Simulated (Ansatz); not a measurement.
`BC1=CC1` + `C=C(S)Cl` → `BSC(=C)Cl` + `C1=CC1` at 700 K and 1 bar (ligand exchange at a B–C bond).

Calculated with Ansatz (gas phase, PBE0-D4/def2-TZVP geometries, no zero-point term in ΔE). CCSD(T)/CBS adds triple-zeta CCSD(T) − MP2 to the extrapolated MP2 energy (def2 sets, frozen cores). This one scheme is used for every species. Each species was taken in one conformer, which may not be the lowest.

```json
{"species": "`BC1=CC1`", "CCSD(T)/CBS energy (Eh)": "-141.85370", "H − E (kJ/mol)": "236.6", "S (J/(mol·K))": "361.7"}
{"species": "`C=C(S)Cl`", "CCSD(T)/CBS energy (Eh)": "-935.43076", "H − E (kJ/mol)": "166.2", "S (J/(mol·K))": "383.9"}
{"species": "`BSC(=C)Cl`", "CCSD(T)/CBS energy (Eh)": "-960.84027", "H − E (kJ/mol)": "216.9", "S (J/(mol·K))": "441.4"}
{"species": "`C1=CC1`", "CCSD(T)/CBS energy (Eh)": "-116.45901", "H − E (kJ/mol)": "189.7", "S (J/(mol·K))": "305.0"}
```

H − E and S are ideal-gas, rigid-rotor, harmonic terms from PBE0-D4/def2-TZVP, for one conformer and one mirror image of each species. 1 Eh = 2625.50 kJ/mol, R = 8.31446 J/(mol·K).

Task: By hand: ΔE, ΔH, ΔS and ΔG.

Result: ΔE = (-960.84027) + (-116.45901) − (-141.85370) − (-935.43076) = -0.01482 Eh = -38.9 kJ/mol. Δ(H − E) = 216.9 + 189.7 − 236.6 − 166.2 = 3.8, so ΔH = -35.1 kJ/mol. ΔS = 441.4 + 305.0 − 361.7 − 383.9 = 0.8 J/(mol·K). ΔG = -35.1 − 700 × (0.8)/1000 = -35.7 kJ/mol.

Task: By hand: the equilibrium constant, and the temperature at which ΔG would vanish if ΔH and ΔS stayed fixed.

Result: log₁₀ K = −ΔG/(RT ln 10) = 2.7. ΔH and −TΔS have one sign here, so there is no such temperature. One of them is within its doubt of zero, so this could turn.

The number of gas molecules stays the same, so ΔS is small and ΔH decides. A doubt of 5 kJ/mol in ΔE shifts log₁₀ K by 0.4 here. Other conformers and mirror images would add mixing entropy, several J/(mol·K) or more a flexible species. Modes under 60 cm⁻¹, often nearly free rotors, make the harmonic entropy too high. These are equilibria of isolated gas molecules and say nothing of rates. Largest T1 diagnostic: 0.014 (customary marks: 0.02 for closed shells, 0.045 for open ones).
